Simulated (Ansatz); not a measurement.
InI, closed-shell singlet (the spin of the measured ground state), most abundant isotopes (114.9039 and 126.9045 u). Constants from fifth-degree fits in 1/R to seven points on the lowest solution found; no spin–orbit coupling, no relativity up to Kr; ω_e x_e and α_e move by some per cent with the fit.

Correlated levels freeze the inner cores; with def2 sets outer-core shells near the valence are correlated too. CBS: X⁻³ extrapolation of the correlation energy, Hartree–Fock from the larger set.

Run with Ansatz (a program for electronic structure). Each number belongs to the level named beside it. In def2 rows elements past Kr take small-core potentials, without spin–orbit coupling.

At CCSD(T)/CBS(def2-TZVPP, def2-QZVPP): B₀ = 0.036883 cm⁻¹, fundamental 178 cm⁻¹.

Problem. Taking the state as ¹Σ, work out the ideal-gas entropy and heat capacity at 298.15 K and 1 bar (rigid rotor, harmonic oscillator at the fundamental, no nuclear spin).

Solution. 
Translation: S = R(1.5 ln M + 2.5 ln T − 1.1517) with M = 241.808 u gives 177.30 J/(mol K). Rotation: q = kT/(σhcB₀) = 5618.4 with σ = 1 and hc/k = 1.43878 cm K, S = R(ln q + 1) = 80.10. Vibration: u = hcν/kT = 0.860, S = R(u/(eᵘ − 1) − ln(1 − e⁻ᵘ)) = 9.82. Sum S° = 267.2 J/(mol K). C_p = 7R/2 + R u² eᵘ/(eᵘ − 1)² = 36.92 J/(mol K).
